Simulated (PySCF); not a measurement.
Structure problem from calculated spectra and properties.

Elements present: C, H, N, O and S. Monoisotopic mass: 165.0460 u.

- Rotational structure: rotational constants A, B, C: 2.479, 0.593, 0.555 GHz [GFN2-xTB]
- Dipole: 4.00 D [PBE0/pcSseg-1]
- NMR, other nuclei: isotropic shieldings of nuclei other than C and H, by class: 138 (1 N), -83 (1 O), 115 (2 O), 196 (1 S) ppm [GIAO PBE0/pcSseg-1]
- 1H NMR: chemical shifts (computed TMS as zero) by class: 7.53 (1 H), 3.82 (2 H), 2.74 (2 H), 2.65 (3 H), 1.94 (3 H) ppm [GIAO PBE0/pcSseg-1]
- 13C NMR: chemical shifts (computed TMS as zero) by class: 170.8 (1 C), 63.3 (1 C), 44.6 (1 C), 35.1 (1 C), 24.3 (1 C) ppm [GIAO PBE0/pcSseg-1]

Gas-phase values; electronic properties from PySCF, density fitting. Levels stand in brackets. Isolated species at its GFN2-xTB geometry (one conformer only). NMR values are class means; diastereotopic atoms form classes of their own.

Question: Which formula fits the mass and the elements?

Answer: C5H11NO3S (calculated 165.0460). No other formula that holds each of these elements comes within 0.0003 u with a fitting electron parity and a possible valence count.

Question: Propose a structure and show how it fits.

Answer: Numbering: `[CH3:1][C:2](=[O:3])[NH:4][CH2:5][CH2:6][S:7]([CH3:8])(=[O:9])=[O:10]`. 5 carbons fall into 5 classes; from least to most shielded: amide carbonyl carbon [C2] (170.8 ppm), sp3 carbon bound to sulfur [C6] (63.3 ppm), S-methyl carbon [C8] (44.6 ppm), sp3 carbon bound to nitrogen [C5] (35.1 ppm), methyl carbon next to a carbonyl [C1] (24.3 ppm). Hydrogen classes from least to most shielded: 1 H on an amide nitrogen, N4 (7.53 ppm), 2 H on an sp3 carbon bound to nitrogen, C5 (3.82 ppm, a mean of values up to 2.3 ppm apart in this geometry), 2 H on an sp3 carbon bound to sulfur, C6 (2.74 ppm), 3 H on an S-methyl carbon, C8 (2.65 ppm, a mean of values up to 0.7 ppm apart in this geometry), 3 H on a methyl carbon next to a carbonyl, C1 (1.94 ppm). The other shieldings belong to: 138 ppm, amide nitrogen [N4]; -83 ppm, amide oxygen [O3]; 115 ppm, sulfonyl oxygen [O9/O10]; 196 ppm, sulfonyl sulfur [S7]. The optimised geometry has point group C1 and is an asymmetric top. Structure: `C(CS(C)(=O)=O)NC(=O)C`. The assignments are read from this structure; whether some other isomer fits the data as well wasn't checked.

Shape of the structure used: `[CH3:1][C:2](=[O:3])[NH:4][CH2:5][CH2:6][S:7]([CH3:8])(=[O:9])=[O:10]`: C1–C2–N4–C5 174°, C2–N4–C5–C6 -105°, N4–C5–C6–S7 -64°, C5–C6–S7–C8 -75°.
